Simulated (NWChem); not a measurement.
System: BeGeH4Se; SMILES [SeH][Be][GeH3]

The following NWChem deck was run.

```
start job
memory heap 200 mb stack 900 mb global 1100 mb
geometry units angstroms noautosym nocenter noautoz
  Be    -0.003564     0.098767     0.000392
  Se    -0.090190     2.137964     0.008251
  H      1.353076     2.190595    -0.290772
  Ge     0.060520    -2.098680    -0.001418
  H      0.478544    -2.683031    -1.368460
  H      1.051939    -2.667432     1.037215
  H     -1.315639    -2.717489     0.330822
end
basis spherical
  Be library pcsseg-1
  Se library pcsseg-1
  H library pcsseg-1
  Ge library pcsseg-1
end
dft
  xc xpbe96 cpbe96
  iterations 150
end
property
  shielding
end
task dft property
```

Parts of the log:

```
             Northwest Computational Chemistry Package (NWChem) 7.3.0
             --------------------------------------------------------

                             Geometry "geometry" -> ""
                             -------------------------

 Output coordinates in angstroms (scale by  1.889725989 to convert to a.u.)

  No.       Tag          Charge          X              Y              Z
 ---- ---------------- ---------- -------------- -------------- --------------
    1 Be                   4.0000    -0.00356400     0.09876700     0.00039200
    2 Se                  34.0000    -0.09019000     2.13796400     0.00825100
    3 H                    1.0000     1.35307600     2.19059500    -0.29077200
    4 Ge                  32.0000     0.06052000    -2.09868000    -0.00141800
    5 H                    1.0000     0.47854400    -2.68303100    -1.36846000
    6 H                    1.0000     1.05193900    -2.66743200     1.03721500
    7 H                    1.0000    -1.31563900    -2.71748900     0.33082200

 Effective nuclear repulsion energy (a.u.)     265.2756033622

  pbe96 is a nonlocal functional; adding pw91lda local functional.
                              NWChem Property Module
                              ----------------------

  itol2e modified to match energy
  convergence criterion.

                                 NWChem DFT Module
                                 -----------------

 Summary of "ao basis" -> "ao basis" (spherical)
 ------------------------------------------------------------------------------
       Tag                 Description            Shells   Functions and Types
 ---------------- ------------------------------  ------  ---------------------
 Be                         pcsseg-1                 6       12   3s3p
 Se                         pcsseg-1                15       41   5s7p3d
 H                          pcsseg-1                 3        5   2s1p
 Ge                         pcsseg-1                15       41   5s7p3d

  itol2e modified to match energy
  convergence criterion.

[...]

          -----------------------------------------
          Chemical Shielding Tensors (GIAO, in ppm)
          -----------------------------------------

                                NWChem CPHF Module
                                ------------------

  scftype          =     RHF
  nclosed          =       37
  nopen            =        0
  variables        =     2849
  # of vectors     =        3
  tolerance        = 0.10D-03
  level shift      = 0.00D+00
  max iterations   =       50
  max subspace     =       30

 SCF residual:    2.0247931007748909E-005

Iterative solution of linear equations
  No. of variables     2849
  No. of equations        3
  Maximum subspace       30
        Iterations       50
       Convergence  1.0D-04

   iter   nsub   residual    time
   ----  ------  --------  ---------
     1      3    2.38D-05      42.0

      Atom:    1  Be
        Diamagnetic
    127.1201     -1.3933     -0.4835
     -1.3933    167.3116      0.0751
     -0.4835      0.0751    124.8497

        Paramagnetic
   -103.0909      1.4630     -0.0248
      1.4630    -14.2501     -0.7503
     -0.0248     -0.7503   -103.1655

        Total Shielding Tensor
     24.0292      0.0696     -0.5082
      0.0696    153.0615     -0.6752
     -0.5082     -0.6752     21.6842

           isotropic =      66.2583
          anisotropy =     130.2101

          Principal Components and Axis System
                 1           2           3
              153.0650     24.1343     21.5756

      1         0.0006      0.9792      0.2027
      2         1.0000     -0.0016      0.0049
      3        -0.0051     -0.2027      0.9792

      Atom:    2  Se
        Diamagnetic
   3004.2720      0.4777     -1.3165
      0.4777   3002.9599     -0.1226
     -1.3165     -0.1226   2998.1979

        Paramagnetic
  -1312.4505    136.1460     66.1786
    136.1460   -732.7155    -29.5155
     66.1786    -29.5155  -1002.9233

        Total Shielding Tensor
   1691.8215    136.6237     64.8621
    136.6237   2270.2444    -29.6381
     64.8621    -29.6381   1995.2746

           isotropic =    1985.7802
          anisotropy =     473.7549

          Principal Components and Axis System
                 1           2           3
             2301.6168   2008.5490   1647.1747

      1         0.2134      0.2027      0.9557
      2         0.9757      0.0051     -0.2189
      3        -0.0492      0.9792     -0.1967

      Atom:    3  H
        Diamagnetic
     46.2380      2.4905     -5.8525
      2.4905     21.7526     -0.5340
     -5.8525     -0.5340     19.2412

        Paramagnetic
     -4.6021     -0.2473      1.9169
     -0.2473      4.1980      0.0530
      1.9169      0.0530      4.2458

        Total Shielding Tensor
     41.6360      2.2432     -3.9356
      2.2432     25.9506     -0.4810
     -3.9356     -0.4810     23.4870

           isotropic =      30.3579
          anisotropy =      18.6117

          Principal Components and Axis System
                 1           2           3
               42.7657     25.6377     22.6703

      1         0.9701     -0.1334      0.2026
      2         0.1352      0.9908      0.0050
      3        -0.2014      0.0225      0.9792

      Atom:    4  Ge
        Diamagnetic
   2758.6922     -0.1057     -0.0402
     -0.1057   2761.0832      0.0068
     -0.0402      0.0068   2758.4938

        Paramagnetic
  -1013.4707     -1.3116      0.5650
     -1.3116  -1071.8929      0.9015
      0.5650      0.9015  -1011.0911

[...]
```

Level: PBE/pcSseg-1, GIAO. Structure relaxed at the PBE0/def2-SVP level. The printed shielding anisotropy is the first printed principal value minus the mean of the other two.
